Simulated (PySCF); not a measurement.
Sn(F)(I)3, SMILES [F][Sn]([I])([I])[I], singlet (B3LYP/def2-SVP optimised geometry):

```
5

F     -1.385    -2.059    -1.679
Sn    -0.838    -1.250     0.000
I     -1.862     1.250     0.000
I     -1.877    -2.802     1.951
I      1.862    -1.250     0.000
```

Method: B3LYP/def2-TZVP, def2 effective core potentials past Kr (PySCF).

Q: What are the frontier orbital energies and the dipole moment?

A: HOMO-2 -8.00 eV, HOMO-1 -8.00 eV, HOMO -7.87 eV, LUMO -4.16 eV, LUMO+1 -1.16 eV; dipole moment 2.02 D.

On the same geometry PBE/def2-TZVP, def2 effective core potentials past Kr in PySCF 2.14.0 gives HOMO-2 -7.10 eV, HOMO-1 -7.10 eV, HOMO -6.97 eV, LUMO -4.61 eV, LUMO+1 -1.74 eV; dipole moment 1.88 D.
